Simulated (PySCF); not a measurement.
C3H6F2Ge.
SMILES: `F[C@@H]1[CH2][GeH2][C@H]1F`

Jobs on this species (12 atoms, 74 electrons) with PySCF (density fitting). Hardware of each: one thread of an Arm Neoverse N1, no GPU, on a shared host. Times come from a shared host and carry two figures at best. Peak memory is the resident size of the whole Python process, interpreter and libraries included.

```tsv
level and settings	work	basis functions	SCF cycles	wall time	peak memory
delta-SCF UKS SCAN, def2-TZVP on the ionised atom, pcseg-1 elsewhere, spin-free X2C	ΔSCF core ionisation, 5 holes	144	?	?	?
PBE0-D3(BJ)/def2-SVP, grid level 1	geometry optimisation from a GFN2-xTB start shaken at random	132	?	?	?
delta-SCF UKS SCAN, pcX-1 on the ionised atom, pcseg-1 elsewhere, spin-free X2C	ΔSCF core ionisation, 5 holes	137	86	49 s	0.53 GiB
delta-SCF UKS B3LYP, pcX-2 on the ionised atom, pcseg-1 elsewhere, spin-free X2C	ΔSCF core ionisation, 5 holes	158	79	81 s	0.73 GiB
delta-SCF UKS HF, pcX-2 on the ionised atom, pcseg-1 elsewhere, spin-free X2C	ΔSCF core ionisation, 5 holes	158	75	50 s	0.63 GiB
delta-SCF UKS PBE, pcX-2 on the ionised atom, pcseg-1 elsewhere, spin-free X2C	ΔSCF core ionisation, 5 holes	158	83	38 s	0.58 GiB
delta-SCF UKS SCAN, pcX-2 on the ionised atom, pcseg-1 elsewhere, spin-free X2C	ΔSCF core ionisation, 5 holes	158	86	59 s	0.54 GiB
delta-SCF UKS SCAN, pcX-2 on the ionised atom, pcseg-1 elsewhere, non-relativistic	ΔSCF core ionisation, 5 holes	158	86	57 s	0.59 GiB
delta-SCF UKS PBE0, pcX-2 on the ionised atom, pcseg-1 elsewhere, spin-free X2C	ΔSCF core ionisation, 5 holes	158	77	79 s	0.64 GiB
```

Q: Fill in the missing figures.

A: 
- delta-SCF UKS SCAN, def2-TZVP on the ionised atom, pcseg-1 elsewhere, spin-free X2C; ΔSCF core ionisation, 5 holes: 54 s, 0.53 GiB, 83 SCF cycles
- PBE0-D3(BJ)/def2-SVP, grid level 1; geometry optimisation from a GFN2-xTB start shaken at random: 93 s, 0.52 GiB, 51 SCF cycles

Q: What do all jobs in the table cost together?

A: About 9.3 min; the longest takes about 17 % of that, and about 2.4 times as long as the shortest.
